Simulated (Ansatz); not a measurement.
C3H5F3O can be A, `CC(F)OC(F)F`, or B, `FCCOC(F)F`.

Program: Ansatz. Geometries: PBE0-D4/def2-TZVP. ΔE: electronic, gas phase. CCSD(T)/CBS is the MP2 limit (def2-TZVPP, def2-QZVPP) plus CCSD(T) − MP2 in def2-TZVPP, frozen cores. Functionals use def2-TZVPP. B3LYP here is the variant with VWN-RPA as its local correlation; programs differ in this. One conformer a species, not always the lowest.

(1) Which is lower in electronic energy at CCSD(T)/CBS, and by how much? (Estimate.)

(2) Give E(B) − E(A) in kcal/mol with B3LYP, CCSD(T)/def2-SVP, LDA (SPW92), MP2/def2-TZVPP, BLYP-D4, PBE-D4, B2PLYP. (Best estimate.)

(3) Does the order hold for the free energy at 298.15 K (harmonic terms from PBE0-D4)? (An estimate is asked.)

Largest T1 diagnostic: 0.012.

Answers

(1) Ansatz gave: A, by 12.1 kcal/mol.

(2) Computed: B3LYP 11.5, CCSD(T)/def2-SVP 12.6, LDA (SPW92) 12.7, MP2/def2-TZVPP 12.5, BLYP-D4 10.8, PBE-D4 11.5, B2PLYP 11.9. None reverses the order clearly.

(3) Computed: Yes: G(B) − G(A) = +12.3 kcal/mol, for one conformer each. Modes under 60 cm⁻¹, often nearly free rotors, make the harmonic entropy too high.

Leaving LDA and LC-ωPBE aside and taking each functional with its dispersion term where it has one, the values, not all of them listed here, spread over 1.9 kcal/mol, from BLYP-D4 to r2SCAN0-D4. LDA lies +0.9 kcal/mol from PBE without D4.
